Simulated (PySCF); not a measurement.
ClH2Si, SMILES [SiH2]Cl (connectivity only; charge and spin as stated), charge +1, multiplicity 1. Geometry: B3LYP-D3(BJ)/def2-TZVP. The multiplicity is an assumed one; other spin states were not compared. The isomer is the one that the SMILES or the coordinates give; other isomers of the formula were not compared.

TDDFT-PBE/def2-TZVPD (PySCF 2.14.0) puts the lowest singlet excitations at 4.27, 5.87, 6.32, 6.63, 7.24, 7.97 eV and the lowest triplet (TDA) at 3.99 eV.

Problem. What are the lowest singlet roots from EOM-CCSD/aug-cc-pVDZ run with PySCF? (An estimate is asked for; the answer gives what the named calculation found.)

Solution. 5.06, 6.58, 7.29, 7.42, 8.21, 8.90 eV; triplets 4.90, 5.53, 6.81 eV. S1 differs by 0.79 eV (second minus first; roots are paired by order, and the bases may differ).
